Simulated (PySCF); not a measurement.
H$_{2}$BFSe, singlet, geometry from GFN2-xTB; PySCF with CASSCF(8,9)/def2-SVP.

Input for PySCF:
```python
from pyscf import gto, scf, mcscf
import numpy

mol = gto.M(
    atom='''
B    -0.47773658   -0.88932171    0.68883713
F     0.47836115   -1.56361938    1.28189972
H    -1.58813161   -1.20366501    0.88176931
Se    0.02844956    0.55190639   -0.44187661
H    -1.29572082    0.95803059   -0.83924780
''',
    basis='def2-svp',
    verbose=4,
)

mf = scf.RHF(mol)
mf.kernel()
mc = mcscf.CASSCF(mf, 9, 8)
mc.fix_spin_(ss=0.0)
mc.kernel()
occ = numpy.linalg.eigvalsh(mc.fcisolver.make_rdm1(mc.ci, mc.ncas, mc.nelecas))[::-1]
ss = mc.fcisolver.spin_square(mc.ci, mc.ncas, mc.nelecas)[0]
print('natural occupations', occ.round(4), ' <S^2>', round(ss, 4))
```

Output, abridged:

```
PySCF version 2.14.0

[INPUT] verbose = 4
[INPUT] num. atoms = 5
[INPUT] num. electrons = 50
[INPUT] charge = 0
[INPUT] spin (= nelec alpha-beta = 2S) = 0
[INPUT] symmetry False subgroup None
[INPUT] Mole.unit = angstrom
[INPUT] Symbol           X                Y                Z      unit          X                Y                Z       unit  Magmom
[...]
nuclear repulsion = 150.116184827209
number of shells = 30
number of NR pGTOs = 136
number of NR cGTOs = 70
basis = def2-svp
ecp = {}

******** <class 'pyscf.scf.hf.RHF'> ********
method = RHF
initial guess = minao
damping factor = 0
level_shift factor = 0
DIIS = <class 'pyscf.scf.diis.CDIIS'>
diis_start_cycle = 1
diis_space = 8
diis_damp = 0
SCF conv_tol = 1e-09
SCF conv_tol_grad = None
SCF max_cycles = 50
direct_scf = True
direct_scf_tol = 1e-13
Set gradient conv threshold to 3.16228e-05
Initial guess from minao.
init E= -2524.1217159634
[...]
cycle= 1 E= -2524.74483832443  delta_E= -0.623  |g|= 0.478  |ddm|= 2.17
[...]
cycle= 2 E= -2524.79479808976  delta_E= -0.05  |g|= 0.259  |ddm|= 0.582
[...]
cycle= 3 E= -2524.80728116005  delta_E= -0.0125  |g|= 0.0449  |ddm|= 0.212
[...]
cycle= 4 E= -2524.80804978571  delta_E= -0.000769  |g|= 0.0107  |ddm|= 0.0682
[...]
cycle= 5 E= -2524.80810916069  delta_E= -5.94e-05  |g|= 0.00265  |ddm|= 0.0199
[...]
cycle= 6 E= -2524.80811375272  delta_E= -4.59e-06  |g|= 0.00105  |ddm|= 0.0059
[...]
cycle= 7 E= -2524.80811429843  delta_E= -5.46e-07  |g|= 0.000304  |ddm|= 0.00189
[...]
cycle= 8 E= -2524.80811440019  delta_E= -1.02e-07  |g|= 9.72e-05  |ddm|= 0.00091
[...]
cycle= 9 E= -2524.80811441126  delta_E= -1.11e-08  |g|= 2.99e-05  |ddm|= 0.000301
[...]
cycle= 10 E= -2524.80811441219  delta_E= -9.3e-10  |g|= 7.21e-06  |ddm|= 9.6e-05
[...]
Extra cycle  E= -2524.80811441222  delta_E= -3.46e-11  |g|= 3.17e-06  |ddm|= 1.54e-05
converged SCF energy = -2524.80811441222

******** <class 'pyscf.mcscf.mc1step.CASSCF'> ********
CAS (4e+4e, 9o), ncore = 21, nvir = 40
max_cycle_macro = 50
max_cycle_micro = 4
conv_tol = 1e-07
conv_tol_grad = None
orbital rotation max_stepsize = 0.02
orbital rotation threshold for CI restart = 0.01
augmented hessian ah_max_cycle = 30
augmented hessian ah_conv_tol = 1e-12
augmented hessian ah_linear dependence = 1e-14
augmented hessian ah_level shift = 1e-08
augmented hessian ah_start_tol = 2.5
augmented hessian ah_start_cycle = 3
augmented hessian ah_grad_trust_region = 3
kf_trust_region = 3
kf_interval = 4
ci_response_space = 4
ci_grad_trust_region = 3
with_dep4 0
natorb = False
canonicalization = True
sorting_mo_energy = False
ao2mo_level = 2
internal_rotation = False
******** <class 'pyscf.fci.addons.SpinPenaltyFCISolver'> ********
max. cycles = 50
conv_tol = 1e-08
davidson only = True
linear dependence = 1e-12
level shift = 0.001
max iter space = 12
nroots = 1
pspace_size = 400
spin = None
CASCI E = -2524.82926399994  S^2 = 0.0000000
Set conv_tol_grad to 0.000316228
macro iter   1 ( 21 JK    4 micro), CASSCF E = -2524.86091987499  dE = -3.16558751e-02  S^2 = 0.0000000
               |grad[o]|=0.0286  |grad[c]|=0.0377  |ddm|=0.0419  |maxRot[o]|=0.309
macro iter   2 ( 21 JK    4 micro), CASSCF E = -2524.87066856782  dE = -9.74869283e-03  S^2 = 0.0000000
               |grad[o]|=0.0202  |grad[c]|=0.0222  |ddm|=0.0122  |maxRot[o]|=0.221
macro iter   3 ( 21 JK    4 micro), CASSCF E = -2524.87433671390  dE = -3.66814609e-03  S^2 = 0.0000000
               |grad[o]|=0.00925  |grad[c]|=0.0137  |ddm|=0.0129  |maxRot[o]|=0.207
macro iter   4 ( 21 JK    4 micro), CASSCF E = -2524.87762861725  dE = -3.29190335e-03  S^2 = 0.0000000
               |grad[o]|=0.00919  |grad[c]|=0.0136  |ddm|=0.0134  |maxRot[o]|=0.159
macro iter   5 ( 12 JK    3 micro), CASSCF E = -2524.88001050852  dE = -2.38189126e-03  S^2 = 0.0000000
               |grad[o]|=0.0127  |grad[c]|=0.00161  |ddm|=0.00793  |maxRot[o]|=0.149
macro iter   6 ( 21 JK    4 micro), CASSCF E = -2524.88196393834  dE = -1.95342983e-03  S^2 = 0.0000000
               |grad[o]|=0.0106  |grad[c]|=0.00451  |ddm|=0.00328  |maxRot[o]|=0.0847
macro iter   7 ( 17 JK    4 micro), CASSCF E = -2524.88077170710  dE =  1.19223125e-03  S^2 = 0.0000000
               |grad[o]|=0.00696  |grad[c]|=0.0135  |ddm|=0.00452  |maxRot[o]|=0.135
macro iter   8 ( 21 JK    4 micro), CASSCF E = -2524.88162141746  dE = -8.49710365e-04  S^2 = 0.0000000
               |grad[o]|=0.00656  |grad[c]|=0.00227  |ddm|=0.00182  |maxRot[o]|=0.0809
macro iter   9 ( 21 JK    4 micro), CASSCF E = -2524.88199632663  dE = -3.74909174e-04  S^2 = 0.0000000
               |grad[o]|=0.00618  |grad[c]|=0.00283  |ddm|=0.0023  |maxRot[o]|=0.0464
macro iter  10 ( 21 JK    4 micro), CASSCF E = -2524.88189528489  dE =  1.01041740e-04  S^2 = 0.0000000
               |grad[o]|=0.00587  |grad[c]|=0.00954  |ddm|=0.00197  |maxRot[o]|=0.0274
macro iter  11 ( 21 JK    4 micro), CASSCF E = -2524.88226165446  dE = -3.66369569e-04  S^2 = 0.0000000
               |grad[o]|=0.00593  |grad[c]|=0.00152  |ddm|=0.00128  |maxRot[o]|=0.0368
macro iter  12 ( 21 JK    4 micro), CASSCF E = -2524.88226772280  dE = -6.06833919e-06  S^2 = 0.0000000
               |grad[o]|=0.00563  |grad[c]|=0.00615  |ddm|=0.00118  |maxRot[o]|=0.0128
macro iter  13 ( 21 JK    4 micro), CASSCF E = -2524.88217552912  dE =  9.21936867e-05  S^2 = 0.0000000
               |grad[o]|=0.00551  |grad[c]|=0.0091  |ddm|=0.00143  |maxRot[o]|=0.0108
macro iter  14 ( 17 JK    4 micro), CASSCF E = -2524.88258213189  dE = -4.06602774e-04  S^2 = 0.0000000
               |grad[o]|=0.0057  |grad[c]|=0.00233  |ddm|=0.000733  |maxRot[o]|=0.0248
macro iter  15 ( 21 JK    4 micro), CASSCF E = -2524.88262878260  dE = -4.66507076e-05  S^2 = 0.0000000
               |grad[o]|=0.00536  |grad[c]|=0.00578  |ddm|=0.00107  |maxRot[o]|=0.00449
macro iter  16 ( 21 JK    4 micro), CASSCF E = -2524.88259939138  dE =  2.93912217e-05  S^2 = 0.0000000
               |grad[o]|=0.00524  |grad[c]|=0.00843  |ddm|=0.00136  |maxRot[o]|=0.00335
macro iter  17 ( 21 JK    4 micro), CASSCF E = -2524.88320722875  dE = -6.07837374e-04  S^2 = 0.0000000
               |grad[o]|=0.00544  |grad[c]|=0.0024  |ddm|=0.000624  |maxRot[o]|=0.0334
macro iter  18 ( 21 JK    4 micro), CASSCF E = -2524.88322111916  dE = -1.38904097e-05  S^2 = 0.0000000
               |grad[o]|=0.00484  |grad[c]|=0.00488  |ddm|=0.000871  |maxRot[o]|=0.00265
macro iter  19 ( 21 JK    4 micro), CASSCF E = -2524.88321460852  dE =  6.51063920e-06  S^2 = 0.0000000
               |grad[o]|=0.00476  |grad[c]|=0.00695  |ddm|=0.00119  |maxRot[o]|=0.00359
macro iter  20 ( 21 JK    4 micro), CASSCF E = -2524.88375488984  dE = -5.40281323e-04  S^2 = 0.0000000
               |grad[o]|=0.00496  |grad[c]|=0.00203  |ddm|=0.000551  |maxRot[o]|=0.0324
macro iter  21 ( 21 JK    4 micro), CASSCF E = -2524.88377647194  dE = -2.15820996e-05  S^2 = 0.0000000
               |grad[o]|=0.00426  |grad[c]|=0.00399  |ddm|=0.000739  |maxRot[o]|=0.00366
macro iter  22 ( 21 JK    4 micro), CASSCF E = -2524.88378012978  dE = -3.65783580e-06  S^2 = 0.0000000
               |grad[o]|=0.00419  |grad[c]|=0.00556  |ddm|=0.000982  |maxRot[o]|=0.00384
macro iter  23 (  7 JK    2 micro), CASSCF E = -2524.88453343815  dE = -7.53308373e-04  S^2 = 0.0000000
               |grad[o]|=0.00437  |grad[c]|=0.00134  |ddm|=0.0012  |maxRot[o]|=0.0572
macro iter  24 (  7 JK    2 micro), CASSCF E = -2524.88502891518  dE = -4.95477032e-04  S^2 = 0.0000000
               |grad[o]|=0.00301  |grad[c]|=0.00447  |ddm|=0.000971  |maxRot[o]|=0.0631
macro iter  25 ( 14 JK    4 micro), CASSCF E = -2524.88431516610  dE =  7.13749086e-04  S^2 = 0.0000000
               |grad[o]|=0.00137  |grad[c]|=0.0118  |ddm|=0.00116  |maxRot[o]|=0.0824
macro iter  26 ( 11 JK    3 micro), CASSCF E = -2524.88471153457  dE = -3.96368471e-04  S^2 = 0.0000000
               |grad[o]|=0.00391  |grad[c]|=0.00125  |ddm|=0.000654  |maxRot[o]|=0.0366
macro iter  27 ( 21 JK    4 micro), CASSCF E = -2524.88470788349  dE =  3.65107599e-06  S^2 = 0.0000000
               |grad[o]|=0.00265  |grad[c]|=0.00289  |ddm|=0.00041  |maxRot[o]|=0.00167
macro iter  28 ( 17 JK    4 micro), CASSCF E = -2524.88483257202  dE = -1.24688528e-04  S^2 = 0.0000000
               |grad[o]|=0.00266  |grad[c]|=0.000629  |ddm|=0.000209  |maxRot[o]|=0.0144
macro iter  29 ( 21 JK    4 micro), CASSCF E = -2524.88483213411  dE =  4.37912149e-07  S^2 = 0.0000000
               |grad[o]|=0.00223  |grad[c]|=0.00187  |ddm|=0.000278  |maxRot[o]|=0.00503
macro iter  30 ( 21 JK    4 micro), CASSCF E = -2524.88496107966  dE = -1.28945555e-04  S^2 = 0.0000000
               |grad[o]|=0.00226  |grad[c]|=0.00132  |ddm|=0.000266  |maxRot[o]|=0.0192
macro iter  31 ( 21 JK    4 micro), CASSCF E = -2524.88498387883  dE = -2.27991704e-05  S^2 = 0.0000000
               |grad[o]|=0.00175  |grad[c]|=0.00207  |ddm|=0.000305  |maxRot[o]|=0.0469
macro iter  32 ( 21 JK    4 micro), CASSCF E = -2524.88519528846  dE = -2.11409625e-04  S^2 = 0.0000000
               |grad[o]|=0.00188  |grad[c]|=0.00863  |ddm|=0.00102  |maxRot[o]|=0.134
macro iter  33 ( 21 JK    4 micro), CASSCF E = -2524.88635663789  dE = -1.16134943e-03  S^2 = 0.0000000
               |grad[o]|=0.00251  |grad[c]|=0.0107  |ddm|=0.00276  |maxRot[o]|=0.242
macro iter  34 ( 21 JK    4 micro), CASSCF E = -2524.88819077943  dE = -1.83414154e-03  S^2 = 0.0000000
               |grad[o]|=0.00332  |grad[c]|=0.0121  |ddm|=0.00417  |maxRot[o]|=0.275
macro iter  35 ( 21 JK    4 micro), CASSCF E = -2524.89006399573  dE = -1.87321630e-03  S^2 = 0.0000000
               |grad[o]|=0.00396  |grad[c]|=0.0126  |ddm|=0.00563  |maxRot[o]|=0.294
macro iter  36 ( 18 JK    4 micro), CASSCF E = -2524.89098180934  dE = -9.17813601e-04  S^2 = 0.0000000
               |grad[o]|=0.00334  |grad[c]|= 0.01  |ddm|=0.00642  |maxRot[o]|=0.248
macro iter  37 (  9 JK    4 micro), CASSCF E = -2524.89105059555  dE = -6.87862134e-05  S^2 = 0.0000000
               |grad[o]|=0.00123  |grad[c]|=0.00264  |ddm|=0.002  |maxRot[o]|=0.0635
macro iter  38 (  6 JK    2 micro), CASSCF E = -2524.89105348811  dE = -2.89256104e-06  S^2 = 0.0000000
               |grad[o]|=0.000285  |grad[c]|=0.000731  |ddm|=0.000393  |maxRot[o]|=0.00992
macro iter  39 (  4 JK    1 micro), CASSCF E = -2524.89105384707  dE = -3.58964371e-07  S^2 = 0.0000000
               |grad[o]|=0.000103  |grad[c]|=0.000472  |ddm|=8.91e-05  |maxRot[o]|=0.00251
macro iter  40 (  3 JK    1 micro), CASSCF E = -2524.89105400123  dE = -1.54154350e-07  S^2 = 0.0000000
               |grad[o]|=6.51e-05  |grad[c]|=0.000309  |ddm|=5.74e-05  |maxRot[o]|=0.00162
macro iter  41 (  3 JK    1 micro), CASSCF E = -2524.89105406739  dE = -6.61634658e-08  S^2 = 0.0000000
               |grad[o]|=4.49e-05  |grad[c]|=0.000203  |ddm|=3.89e-05  |maxRot[o]|=0.00104
1-step CASSCF converged in  41 macro (712 JK 147 micro) steps
CASSCF canonicalization
Density matrix diagonal elements [1.9847635  1.96863059 1.96911609 1.96709389 0.02350057 0.03327879
 0.01786035 0.01545268 0.02030354]
CASSCF energy = -2524.89105406739
CASCI E = -2524.89105406739  E(CI) = -15.0617261144494  S^2 = 0.0000000
natural occupations [1.9951 1.9674 1.9668 1.9615 0.0353 0.0233 0.0232 0.0138 0.0137]  <S^2> 0.0
```
